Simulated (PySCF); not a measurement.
PySCF 2.14 output of an unrestricted PBE calculation on a single atom or ion in def2-QZVPPD with the def2 core potential (60 electrons) (7s6p4d4f2g, 91 functions), with scalar relativity through the core potential:

```
SCF conv_tol = 1e-09
number electrons alpha = 8  beta = 4
    J. P. Perdew, K. Burke, and M. Ernzerhof.,  Phys. Rev. Lett. 77, 3865 (1996)
    J. P. Perdew, K. Burke, and M. Ernzerhof.,  Phys. Rev. Lett. 78, 1396 (1997)
    J. P. Perdew, K. Burke, and M. Ernzerhof.,  Phys. Rev. Lett. 77, 3865 (1996)
    J. P. Perdew, K. Burke, and M. Ernzerhof.,  Phys. Rev. Lett. 78, 1396 (1997)
cycle= 1 E= -76.2620484380198  delta_E= -0.00605  |g|= 0.0196  |ddm|= 0.216
cycle= 2 E= -76.2621396651752  delta_E= -9.12e-05  |g|= 0.00494  |ddm|= 0.0206
cycle= 3 E= -76.2621455881516  delta_E= -5.92e-06  |g|= 0.000135  |ddm|= 0.00354
cycle= 4 E= -76.2621455931144  delta_E= -4.96e-09  |g|= 6.14e-05  |ddm|= 0.000138
cycle= 5 E= -76.2621455943615  delta_E= -1.25e-09  |g|= 1.19e-06  |ddm|= 4.68e-05
cycle= 6 E= -76.2621455943625  delta_E= -9.52e-13  |g|= 3.56e-08  |ddm|= 8.72e-07
converged SCF energy = -76.2621455943625  <S^2> = 6.0004941  2S+1 = 5.0001976
```

The run itself started from symmetry-adapted Hartree-Fock orbitals and held the occupation by maximum overlap, on a logarithmic radial grid, so the iterations belong to that start.

Which element, charge and spin multiplicity is this?

Re³⁺ (rhenium, charge +3), multiplicity 5; the state was [Xe] 4f14 5d4, high-spin 5D determinant.

Energies and moments cover only the electrons outside the core potential. Spin-orbit coupling, absent here, splits the open shell strongly.
